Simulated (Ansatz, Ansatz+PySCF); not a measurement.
```yaml
atoms:
  - { symbol: S, position_ang: [0.0000, 0.0000, 0.0000] }
  - { symbol: F, position_ang: [1.7071, 0.0000, 0.0000] }
  - { symbol: F, position_ang: [-1.7071, 0.0000, 0.0000] }
  - { symbol: F, position_ang: [0.0000, 1.7071, 0.0000] }
  - { symbol: F, position_ang: [0.0000, -1.7071, 0.0000] }
  - { symbol: F, position_ang: [0.0000, 0.0000, 1.7071] }
  - { symbol: F, position_ang: [0.0000, 0.0000, -1.7071] }
```

RHF on singlet SF6 was run in several spherical basis sets with Ansatz (development build ahead of 0.2.0). Caution for RHF: no unrestricted run beside it, a lower state can exist.

Task: Rank the basis sets by the total energy that they give, lowest first, with the distance from the lowest.
A. 6-31G(d)
B. def2-SVP
C. cc-pVDZ

Result: C (0.00 eV), A (1.03 eV), B (17.87 eV).

Totals follow the description of the cores as much as that of the bonds, so this order isn't one of quality for chemistry.
